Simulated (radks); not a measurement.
The numbers below are computed, except where a source is named.
Question: Numerical settings for neutral arsenic, [Ar] 3d10 4s2 4p3. Level of theory: Dirac Kohn-Sham, LDA (Slater exchange, Perdew-Wang correlation), spin-unpolarised, spherical densities, point nucleus; open shells fill j = l - 1/2 first (a radial shooting solver on a logarithmic mesh with Libxc functionals). The defaults (mesh step 0.008 in ln r, mesh end at 40 bohr or more with all orbitals vanishing there, Anderson mixing 0.5 over 9 steps, residual threshold near 1e-9 with the energy settled to 1e-9 hartree or 1e-11 of itself, here a cap of 72 iterations) give E = -2257.8850 hartree and 4p3/2 at -5.189 eV in 15 iterations. Run on one thread of a shared host, so times are rough (Arm Neoverse V1): 0.13 s of CPU time, 0.13 s wall, 15 iterations on 2669 mesh points. One setting is changed at a time: mesh step in ln r 0.003; mesh step in ln r 0.08; mesh step in ln r 0.02; mesh end (bohr) 20; mesh end (bohr) 400; residual threshold 0.1; residual threshold 0.001; mixing 0.2; linear mixing, mixing 0.2; linear mixing, mixing 0.05; mixing history 3; iteration cap 8. Which runs fail to converge, and which converge to a wrong energy?

Answer: Not converged within the cap: linear mixing, mixing 0.2; linear mixing, mixing 0.05; iteration cap 8. No run marked as converged misses the energy by more than 1 mhartree.
